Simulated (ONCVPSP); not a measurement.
# Configuration tests for iron (Fe) (ONCV)

* Element: iron (Fe)
* Generator: ONCVPSP 4.0.1
* Type: optimised norm-conserving Vanderbilt (ONCV)
* Functional: PBE
* Relativity: scalar-relativistic
* Frozen core: [Ne] 3s2
* Valence charge: 14
* Reference configuration: 3p6 3d6 4s2
* Partial waves: 4s: rc 3.44 bohr, ncon 4, nbas 7, qcut 2.7 1/bohr, 3 projectors, debl 3.5 Ha; 3p: rc 0.80 bohr, ncon 4, nbas 8, qcut 8.8 1/bohr, 3 projectors, debl 4 Ha; 3d: rc 1.05 bohr, ncon 4, nbas 9, qcut 14.4 1/bohr, 2 projectors, debl 3.3 Ha; f scattering state at 0.06 Ha: rc 2.20 bohr, ncon 3, nbas 6, qcut 5.8 1/bohr, 2 projectors, debl 1.6 Ha
* Local potential: polynomial inside 0.50 bohr (lpopt 5, dvloc0 0 Ha)
* Core correction: Teter function, fcfact 5.25, rcfact 1.1

Energies are relative to the spin-unpolarised reference configuration 3p6 3d6 4s2; without spin polarisation the order of configurations can differ from experiment.

```tsv
valence configuration	charge	ΔE all-electron (eV)	error AE − PS (meV)
3p6 3d6 4s1	+1	8.729	-73
3p6 3d5 4s0	+3	59.155	-332
3p6 3d7 4s1	0	-0.792	+16
```

What are ΔE and the potential's error for 3p6 3d6 4s0?

ΔE = 24.932 eV all-electron; the error (AE − PS) is -122 meV.

Levels in the configuration 3p6 3d5 4s0:

| level | all-electron (eV) | pseudo (eV) |
| --- | --- | --- |
| 3p | -96.961 | -97.245 |
| 3d | -43.215 | -43.455 |

Note: ghosts flagged at negative energy: s at -158.6 eV, p at -23156.8 eV, f at -32.8 eV; GHOST(+) flagged for s at 80.8 eV, s at 187.0 eV, s at 370.4 eV. A true bound ghost makes a file unfit for plane-wave use.
